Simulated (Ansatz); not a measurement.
Relaxation of CH₃AuS (6 atoms, charge 0, multiplicity 1), to a largest force component of 0.02 eV/Å in at most 50 steps.

All numbers below come from RKS PBE/def2-SVP (Ansatz 0.2.0).

```xyz
6
Properties=species:S:1:pos:R:3:forces:R:3
C -0.410 0.411 -0.351 0.55 1.75 1.41
S 0.312 -1.057 0.276 -2.98 0.84 -2.34
Au 1.914 -1.731 1.532 1.94 -0.98 1.53
H -0.678 -1.683 -0.454 0.68 -0.71 0.55
H 0.286 1.023 -0.972 -0.24 -0.19 -0.24
H -0.816 1.092 0.483 0.04 -0.71 -0.89
```

Task: Where does it end, and by what steps?

Result: It converged. After 11 steps the energy has fallen by 1.692 eV; S2 moved furthest, 0.62 Å.

```tsv
step	energy less start (eV)	largest force component (eV/Å)	accepted
0	0.0000	2.983	yes
1	-0.5332	1.734	yes
2	-0.6996	1.054	yes
3	-0.8704	1.471	yes
4	-1.2460	1.438	yes
5	-1.4869	1.949	yes
6	-1.6080	1.122	yes
7	-1.6796	0.614	yes
8	-1.6843	0.170	yes
9	-1.6908	0.098	yes
10	-1.6917	0.036	yes
11	-1.6919	0.011	yes
```

```xyz
6
Properties=species:S:1:pos:R:3
C -0.396 0.521 -0.194
S -0.256 -0.987 0.523
Au 1.852 -1.823 1.412
H -0.096 -1.753 -0.597
H 0.112 0.759 -1.140
H -0.608 1.340 0.510
```

Run time: 29 s on 1 thread of Arm Neoverse V2, on a shared host, peak memory 0.14 GiB.
